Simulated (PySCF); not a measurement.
PySCF input (BP86/def2-SVP):

```python
from pyscf import gto, dft

mol = gto.M(
    atom='''
    C     2.04614500   -0.57082800   -0.24459800
    C     0.96850100    0.32233200    0.31524000
    B    -0.47390800    0.16273100    0.11045100
    N    -1.08921300   -0.85751100   -0.79798600
    N    -1.51305500    0.96543700    0.84552900
    H     1.60939000   -1.40688700   -0.80759700
    H     2.75160400   -0.07679900   -0.94453900
    H     2.69451900   -1.04499300    0.51920300
    H     1.33786000    1.11579100    0.97194200
    H    -2.04842600   -0.68640700   -1.06800500
    H    -0.54545400   -1.07473400   -1.62027700
    H    -2.20746200    1.39375100    0.24085800
    H    -1.09449200    1.70212200    1.39950700
    ''',
    basis='def2-svp',
    charge=-1,
    spin=0,
    verbose=4,
)

mf = dft.RKS(mol, xc='bp86')
mf.grids.level = 3
mf.conv_tol = 1e-9
mf.max_cycle = 100
mf.max_memory = 1500
mf.kernel()
if not mf.converged:
    mf = mf.newton()
    mf.kernel(mf.make_rdm1())
mf.dip_moment()
```

From the output:

```
    S. Lehtola, C. Steigemann, M. J. T. Oliveira, and M. A. L. Marques,  SoftwareX 7, 1–5 (2018)
XC functionals = bp86
    A. D. Becke,  Phys. Rev. A 38, 3098 (1988)
    J. P. Perdew,  Phys. Rev. B 33, 8822 (1986)
    J. P. Perdew,  Phys. Rev. B 34, 7406–7406 (1986)
radial grids:
    Treutler-Ahlrichs [JCP 102, 346 (1995); DOI:10.1063/1.469408] (M4) radial grids

becke partition: Becke, JCP 88, 2547 (1988); DOI:10.1063/1.454033
pruning grids: <function nwchem_prune>
grids dens level: 3
symmetrized grids: False
atomic radii adjust function: <function treutler_atomic_radii_adjust>
small_rho_cutoff = 0
Set gradient conv threshold to 3.16228e-05
Initial guess from minao.
tot grids = 148552
init E= -215.34322630941
  HOMO = -0.242168369306265  LUMO = -0.0240252535565775  gap/eV = 5.93598
cycle= 1 E= -214.995975095996  delta_E= 0.347  |g|= 0.939  |ddm|= 3.63
  HOMO = 0.252928217445951  LUMO = 0.268501471975578  gap/eV = 0.42377
cycle= 2 E= -213.690191075239  delta_E= 1.31  |g|= 1.97  |ddm|= 11.2
  HOMO = 0.0465721776640566  LUMO = 0.194511594828325  gap/eV = 4.02564
cycle= 3 E= -215.176617948197  delta_E= -1.49  |g|= 0.499  |ddm|=   11
  HOMO = 0.083826709847838  LUMO = 0.201573540053262  gap/eV = 3.20405
cycle= 4 E= -215.245773654348  delta_E= -0.0692  |g|= 0.122  |ddm|= 0.652
  HOMO = 0.100792815463689  LUMO = 0.199269376380353  gap/eV = 2.67968
cycle= 5 E= -215.248992626031  delta_E= -0.00322  |g|= 0.0609  |ddm|= 0.255
  HOMO = 0.103417884498383  LUMO = 0.200958098188607  gap/eV = 2.65420
cycle= 6 E= -215.249880943328  delta_E= -0.000888  |g|= 0.0189  |ddm|= 0.0806
  HOMO = 0.103643040686928  LUMO = 0.20147868466266  gap/eV = 2.66224
cycle= 7 E= -215.249983247061  delta_E= -0.000102  |g|= 0.00432  |ddm|= 0.0299
  HOMO = 0.103307909096016  LUMO = 0.201240999552509  gap/eV = 2.66490
cycle= 8 E= -215.249988466071  delta_E= -5.22e-06  |g|= 0.000813  |ddm|= 0.00607
  HOMO = 0.103316565503325  LUMO = 0.201218164746704  gap/eV = 2.66404
cycle= 9 E= -215.24998857199  delta_E= -1.06e-07  |g|= 0.000439  |ddm|= 0.0016
  HOMO = 0.103326705138473  LUMO = 0.20121181459611  gap/eV = 2.66359
cycle= 10 E= -215.249988613737  delta_E= -4.17e-08  |g|= 0.000113  |ddm|= 0.000482
  HOMO = 0.103332175296901  LUMO = 0.201210694342499  gap/eV = 2.66341
cycle= 11 E= -215.249988616647  delta_E= -2.91e-09  |g|= 1.3e-05  |ddm|= 0.000153
  HOMO = 0.103332047159194  LUMO = 0.201210732735633  gap/eV = 2.66341
cycle= 12 E= -215.249988616675  delta_E= -2.81e-11  |g|= 8.05e-06  |ddm|= 2.59e-05
  HOMO = 0.103330958641696  LUMO = 0.20121115374616  gap/eV = 2.66346
Extra cycle  E= -215.249988616635  delta_E= 4e-11  |g|= 1.45e-05  |ddm|= 2.75e-05
converged SCF energy = -215.249988616635

WARN: System has nonzero charge -1; the dipole moment is origin-dependent.
Location of origin: [0. 0. 0.]

Dipole moment(X, Y, Z, Debye): -1.59774,  0.68380, -1.84182
```

The dipole moment of an ion depends on the origin.

The geometry given is a B3LYP-D3(BJ)/def2-TZVP minimum.
